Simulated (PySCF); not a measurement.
C2H7ClOSi, SMILES C[C@@H](O)[SiH2]Cl.

Geometry optimised at r2SCAN-D4/def2-SVP. The structure was generated by enumeration; whether it is a known compound was not checked. One conformer was computed; it need not be the lowest.

Two levels are set side by side: PBE/def2-TZVP (PySCF) and CAM-B3LYP/def2-TZVP (PySCF). Same geometry, gas phase. Differences are taken from unrounded values.

```
quantity                     CAM-B3LYP
---------------------------  ---------
orbital gap (eV)                 10.11
highest occupied level (eV)      -9.01
lowest empty level (eV)           1.10
dipole moment (D)                 2.70
mean polarisability (bohr³)       66.0
```

What does PBE give, and how far is it from CAM-B3LYP? (An estimate is asked for; the answer gives what the named calculation found.)


```tsv
quantity	PBE	PBE minus CAM-B3LYP
orbital gap (eV)	5.39	-4.73
highest occupied level (eV)	-6.13	2.88
lowest empty level (eV)	-0.75	-1.85
dipole moment (D)	2.50	-0.20
mean polarisability (bohr³)	69.6	3.6
```

PBE's occupied levels lie high since its potential decays too fast outside the molecule; exact exchange lowers them and widens the gap. Loosely held outer electrons make PBE densities more polarisable. Differences between two approximate levels are no errors against the true value.

Rough cost on one machine, each run with all the roots and properties that it gave: CAM-B3LYP against PBE within a factor of 2.
